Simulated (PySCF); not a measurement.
C3H5, doublet, at a GFN2-xTB geometry; DF-REVPBE/def2-SVPD run with PySCF.

Input for PySCF:
```python
from pyscf import gto, scf, dft

mol = gto.M(
    atom='''
C     1.31352899    0.25622584   -0.02192716
C     0.02590858    0.37408297   -0.01022305
H     1.83787885   -0.70392499   -0.00249333
H     1.97053843    1.11335976   -0.05223491
C    -1.20640148   -0.39885089    0.02447718
H    -1.00835162   -1.47840810    0.05083729
H    -1.78896803   -0.13645457    0.90819127
H    -1.80931420   -0.18331958   -0.85826214
''',
    basis='def2-svpd',
    spin=1,
    verbose=4,
)

mf = dft.UKS(mol)
mf.xc = 'revpbe'
mf = mf.density_fit(auxbasis='def2-universal-jkfit')
mf.kernel()
```

It wrote (shortened):

```
PySCF version 2.14.0

[INPUT] verbose = 4
[INPUT] num. atoms = 8
[INPUT] num. electrons = 23
[INPUT] charge = 0
[INPUT] spin (= nelec alpha-beta = 2S) = 1
[INPUT] symmetry False subgroup None
[INPUT] Mole.unit = angstrom
[INPUT] Symbol           X                Y                Z      unit          X                Y                Z       unit  Magmom
[INPUT]  1 C      1.313528990000   0.256225840000  -0.021927160000 AA    2.482210047777   0.484196663637  -0.041436327090 Bohr   0.0
[INPUT]  2 C      0.025908580000   0.374082970000  -0.010223050000 AA    0.048960120476   0.706914361164  -0.019318764658 Bohr   0.0
[INPUT]  3 H      1.837878850000  -0.703924990000  -0.002493330000 AA    3.473087676631  -1.330225443337  -0.004711710838 Bohr   0.0
[INPUT]  4 H      1.970538430000   1.113359760000  -0.052234910000 AA    3.723777950630   2.103945024511  -0.098709674041 Bohr   0.0
[INPUT]  5 C     -1.206401480000  -0.398850890000   0.024477180000 AA   -2.279768393470  -0.753718946639   0.046255166502 Bohr   0.0
[INPUT]  6 H     -1.008351620000  -1.478408100000   0.050837290000 AA   -1.905508399062  -2.793786409339   0.096068555015 Bohr   0.0
[INPUT]  7 H     -1.788968030000  -0.136454570000   0.908191270000 AA   -3.380659622303  -0.257861765745   1.716232769021 Bohr   0.0
[INPUT]  8 H     -1.809314200000  -0.183319580000  -0.858262140000 AA   -3.419108311287  -0.346423799470  -1.621880387683 Bohr   0.0

nuclear repulsion = 64.2728620782589
number of shells = 44
number of NR pGTOs = 140
number of NR cGTOs = 100
basis = def2-svpd
ecp = {}

******** <class 'pyscf.df.df_jk.DFUKS'> ********
method = DFUKS
initial guess = minao
damping factor = 0
level_shift factor = 0
DIIS = <class 'pyscf.scf.diis.CDIIS'>
diis_start_cycle = 1
diis_space = 8
diis_damp = 0
SCF conv_tol = 1e-09
SCF conv_tol_grad = None
SCF max_cycles = 50
direct_scf = False
number electrons alpha = 12  beta = 11
XC library pyscf.dft.libxc version 7.1.2
    S. Lehtola, C. Steigemann, M. J. T. Oliveira, and M. A. L. Marques,  SoftwareX 7, 1–5 (2018)
XC functionals = revpbe
    Y. Zhang and W. Yang,  Phys. Rev. Lett. 80, 890 (1998)
    J. P. Perdew, K. Burke, and M. Ernzerhof,  Phys. Rev. Lett. 77, 3865 (1996)
    J. P. Perdew, K. Burke, and M. Ernzerhof,  Phys. Rev. Lett. 78, 1396 (1997)
radial grids:
    Treutler-Ahlrichs [JCP 102, 346 (1995); DOI:10.1063/1.469408] (M4) radial grids

becke partition: Becke, JCP 88, 2547 (1988); DOI:10.1063/1.454033
pruning grids: <function nwchem_prune>
grids dens level: 3
symmetrized grids: False
atomic radii adjust function: <function treutler_atomic_radii_adjust>
small_rho_cutoff = 0
Set gradient conv threshold to 3.16228e-05
tot grids = 91400
init E= -117.19330266055

cycle= 1 E= -117.065554130325  delta_E= 0.128  |g|= 0.284  |ddm|= 2.91
cycle= 2 E= -117.02591184416  delta_E= 0.0396  |g|= 0.387  |ddm|= 0.942
cycle= 3 E= -117.112067148742  delta_E= -0.0862  |g|= 0.0562  |ddm|= 0.565
cycle= 4 E= -117.113282930556  delta_E= -0.00122  |g|= 0.034  |ddm|= 0.131
cycle= 5 E= -117.11396941723  delta_E= -0.000686  |g|= 0.00506  |ddm|= 0.0558
cycle= 6 E= -117.113990533314  delta_E= -2.11e-05  |g|= 0.00219  |ddm|= 0.0187
cycle= 7 E= -117.113995338322  delta_E= -4.81e-06  |g|= 0.00119  |ddm|= 0.00675
cycle= 8 E= -117.113997084795  delta_E= -1.75e-06  |g|= 0.000383  |ddm|= 0.00464
cycle= 9 E= -117.113997287895  delta_E= -2.03e-07  |g|= 0.000113  |ddm|= 0.00169
cycle= 10 E= -117.113997302262  delta_E= -1.44e-08  |g|= 3.12e-05  |ddm|= 0.000496
cycle= 11 E= -117.113997303023  delta_E= -7.61e-10  |g|= 1.03e-05  |ddm|= 0.000105
Extra cycle  E= -117.113997302849  delta_E= 1.74e-10  |g|= 2.07e-05  |ddm|= 4.6e-05
converged SCF energy = -117.113997302849  <S^2> = 0.75780207  2S+1 = 2.0077869
```
